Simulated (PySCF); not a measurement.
Mapped SMILES: `[SiH3:1][S:2][C:3]1=[CH:4][CH:5]=[CH:6][CH:7]=[CH:8][BH:9]1`. Each H is labelled by its parent atom.

- PBE0-D3(BJ)/def2-SVP structure
- NMR shieldings at PBE0/pcSseg-1/GIAO
- program: PySCF 2.14.0 with density-fitted response routines
- equivalent nuclei averaged, no solvent, no relativistic terms, one computed conformer

Q: Predict the 2D correlation tables (HSQC, COSY, HMBC).

A: 

HSQC (one-bond C–H):
```tsv
δH	δC
8.24 (H(C4))	152.7 (C4)
8.08 (H(C7))	156.2 (C7)
8.02 (H(C8))	153.4 (C8)
7.41 (H(C5))	140.3 (C5)
7.36 (H(C6))	140.3 (C6)
```

COSY cross peaks (H two or three bonds apart, from the bond graph; peaks can be absent where the dihedral angle is near 90°):
```tsv
δH	δH
8.24 (H(C4))	7.41 (H(C5))
8.08 (H(C7))	8.02 (H(C8))
8.08 (H(C7))	7.36 (H(C6))
8.02 (H(C8))	6.40 (H(B9))
7.41 (H(C5))	7.36 (H(C6))
```

HMBC (two and three bonds, from the bond graph):
```tsv
δH	δC
8.24 (H(C4))	180.9 (C3), 140.3 (C5), 140.3 (C6)
8.08 (H(C7))	153.4 (C8), 140.3 (C5), 140.3 (C6)
8.02 (H(C8))	180.9 (C3), 156.2 (C7), 140.3 (C6)
7.41 (H(C5))	180.9 (C3), 156.2 (C7), 152.7 (C4), 140.3 (C6)
7.36 (H(C6))	156.2 (C7), 153.4 (C8), 152.7 (C4), 140.3 (C5)
6.40 (H(B9))	180.9 (C3), 156.2 (C7), 153.4 (C8), 152.7 (C4)
4.78 (H(Si1))	180.9 (C3)
```

δ = σ(ref) − σ, references computed at the same level: $^{1}$H and $^{13}$C against TMS.

Short H···H contacts in this conformer between protons four or more bonds apart (candidates for NOE cross peaks, intensity ∝ r⁻⁶): H(Si1)···H(B9) 2.50 Å.

Hydrogens on boron are broadened and split by $^{11}$B (spin 3/2, 80 %) and 10B (spin 3). A carbon bonded to boron is broadened by the quadrupolar boron nucleus and is often missing from a measured spectrum. Shifts are as computed. Against solution values, carbons near 30 ppm lie about +2 ppm off and those near 130 ppm about +5 ppm. Of 1211 compounds with measured shifts, 218 miss one by over three times the rms of a fit or turn the order of signals round; such compounds aren't used in these exercises.
